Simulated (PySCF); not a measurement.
Ba: excitation energy

Ba [Xe] 6s2 (1S) → Ba [Xe] 5d1 6s1, s spin flipped, as a difference of total energies. Calculation: PySCF 2.14, in aug-cc-pwCVTZ-X2C (11s10p8d4f, 109 functions); the spin-free X2C one-electron Hamiltonian (Gaussian nucleus). Correlated levels: valence: [Xe] frozen. The calculations carry no spin-orbit coupling.

```
           method  excitation energy (eV)
              UHF                   1.143
    MP2 (valence)                   1.399
SCS-MP2 (valence)                   1.450
```

Question: How much does correlation contribute at MP2 (valence)?

Answer: 1.399 − (1.143) = 0.256 eV, measured against UHF.

The upper determinant mixes two multiplicities, so it lies between the two terms.

The coupled-cluster amplitudes are large for the upper state (T1 above 0.03 or a double amplitude above 0.15), so a single reference is strained.
